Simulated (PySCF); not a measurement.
Ge(F)(SiH3) (FGeH₃Si), SMILES [SiH3][Ge][F] (connectivity only; charge and spin as stated), neutral, multiplicity 1.

The structure is a stationary point at r2SCAN-D4/def2-TZVP.

All values below come from r2SCAN-D4/def2-TZVP run with PySCF.

Frequencies are harmonic and unscaled.

| mode | ν (cm⁻¹) | IR (km/mol) | moving atoms (share of kinetic energy) |
|---|---|---|---|
| 1 | 63 | 0.1 | H 88 %, F 9 % |
| 2 | 136 | 4.0 | F 59 %, H 16 %, Si 16 %, Ge 9 % |
| 3 | 300 | 24.7 | Si 59 %, Ge 32 %, H 9 % |
| 4 | 308 | 19.3 | H 92 % |
| 5 | 441 | 20.8 | H 78 %, Si 14 % |
| 6 | 651 | 95.5 | F 79 %, Ge 20 % |
| 7 | 832 | 218.1 | H 90 %, Si 10 % |
| 8 | 924 | 39.2 | H 97 % |
| 9 | 935 | 35.1 | H 97 % |
| 10 | 2178 | 53.2 | H 99 % |
| 11 | 2195 | 82.7 | H 96 % |
| 12 | 2201 | 103.7 | H 96 % |
